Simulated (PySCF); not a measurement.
# Mayer bond orders and bond lengths

Species: C4H4OS2.
SMILES with atom numbers: `[OH:1][c:2]1[cH:3][cH:4][c:5]([SH:6])[s:7]1` (hydrogens: H8 on O1; H9 on C3; H10 on C4; H11 on S6)

Geometry (GFN2-xTB, Å), atoms numbered from 1 in this order:
```xyz
11
C4H4OS2 angstrom
O     -2.3636    0.9610    0.6255
C     -1.1611    0.4356    0.2951
C     -0.8449   -0.8188   -0.1157
C      0.5397   -0.9797   -0.3670
C      1.2483    0.1556   -0.1429
S      2.9826    0.3607   -0.3393
S      0.2295    1.4693    0.3888
H     -3.0478    0.2873    0.5353
H     -1.5661   -1.6075   -0.2380
H      0.9854   -1.8987   -0.6993
H      3.0034    1.6380    0.0315
```

Bond orders from the PBE0/pcSseg-1 density (PySCF). Geometry: GFN2-xTB, one conformer, isolated molecule.

Question: Where do the orders between heavy atoms depart from those drawn in the SMILES?

Answer: The largest departure is 0.425, at C5–S7 (drawn aromatic, 1.075), counting aromatic bonds as 1.5. The bonds drawn aromatic range from 1.07 to 1.56.

Question: Set the Mayer orders of the bonds between heavy atoms beside their lengths.

Answer: 
| bond | drawn as | length (Å) | Mayer order |
| --- | --- | --- | --- |
| O1–C2 | single | 1.353 | 1.068 |
| C2–C3 | aromatic | 1.357 | 1.558 |
| C3–C4 | aromatic | 1.416 | 1.234 |
| C4–C5 | aromatic | 1.357 | 1.552 |
| C5–S6 | single | 1.757 | 1.042 |
| C5–S7 | aromatic | 1.745 | 1.075 |
| S7–C2 | aromatic | 1.735 | 1.113 |

By pair of heavy elements: C–C: lowest C3–C4 (1.234, 1.416 Å), highest C2–C3 (1.558, 1.357 Å). C–S: lowest C5–S6 (1.042, 1.757 Å), highest S7–C2 (1.113, 1.735 Å).

Question: And the bonds to hydrogen?

Answer: H–O: 0.94 (1 bond); C–H: 0.95 to 0.97 (2 bonds); H–S: 0.92 (1 bond).

Question: Sum the orders of all bonds at each heavy atom with more than one neighbour and set the sums beside the valence in the SMILES.

Answer: O1 2.006 (drawn 2), C2 3.739 (drawn 4), C3 3.747 (drawn 4), C4 3.760 (drawn 4), C5 3.669 (drawn 4), S6 1.961 (drawn 2), S7 2.188 (drawn 2). Orders between atoms that aren't bonded are not in these sums.

For a closed shell the Mayer order of atoms A and B is Σ (PS)μν (PS)νμ over the basis functions μ on A and ν on B, with P the density and S the overlap matrix.

These values come from a run that also computed NMR shieldings. On an Arm Neoverse V2 with one thread, no GPU, shared host with 96 logical CPUs at a one-minute load of 10, this took 16 s (grids of density and orbitals included) and 0.71 GiB of memory at its peak.
